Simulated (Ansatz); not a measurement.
Relaxation of AlH$_{8}$NOSi (12 atoms, charge 0, multiplicity 1), to a largest force component of 0.03 eV/Å in at most 50 steps.

Method: RHF/6-31G* (Ansatz 0.2.0).

```xyz
12
Properties=species:S:1:pos:R:3
Al 0.211 -0.578 0.160
O -0.571 -0.251 1.695
H -1.507 -0.369 1.781
H 1.782 -0.720 0.155
H -0.719 -0.845 -1.096
N 0.322 2.482 0.694
H 1.259 2.727 0.946
Si -0.645 3.720 -0.051
H -1.630 3.108 -0.973
H -1.404 4.555 0.914
H 0.278 4.592 -0.812
H -0.087 1.895 1.429
```

Problem. Where does it end, and by what steps?

Solution. The forces met the threshold. After 17 steps the energy has fallen by 0.755 eV; H11 moved furthest, 1.28 Å. Joined: Al1–N6 (3.11 → 2.08 Å).

| step | energy less start (eV) | largest force component (eV/Å) | accepted |
| --- | --- | --- | --- |
| 0 | 0.0000 | 0.867 | yes |
| 1 | -0.0873 | 0.885 | yes |
| 2 | -0.2911 | 1.097 | yes |
| 3 | -0.4933 | 1.037 | yes |
| 4 | -0.5588 | 0.981 | yes |
| 5 | -0.6460 | 0.621 | yes |
| 6 | -0.6776 | 0.341 | yes |
| 7 | -0.6886 | 0.273 | yes |
| 8 | -0.6999 | 0.460 | yes |
| 9 | -0.7116 | 0.373 | yes |
| 10 | -0.7282 | 0.261 | yes |
| 11 | -0.7372 | 0.269 | yes |
| 12 | -0.7462 | 0.204 | yes |
| 13 | -0.7523 | 0.136 | yes |
| 14 | -0.7543 | 0.075 | yes |
| 15 | -0.7534 | 0.251 | no |
| 16 | -0.7548 | 0.038 | yes |
| 17 | -0.7551 | 0.012 | yes |

```xyz
12
Properties=species:S:1:pos:R:3
Al 0.203 0.233 0.249
O -0.741 -0.358 1.581
H -1.299 -1.117 1.515
H 1.775 -0.064 0.257
H -0.529 0.307 -1.177
N 0.155 2.202 0.917
H 1.098 2.451 1.167
Si -0.614 3.414 -0.162
H -1.998 2.989 -0.383
H -0.586 4.732 0.496
H 0.174 3.456 -1.397
H -0.351 2.070 1.779
```

Run time: 41 s on 1 thread of Arm Neoverse V2, with other jobs on the host, peak memory 0.15 GiB.
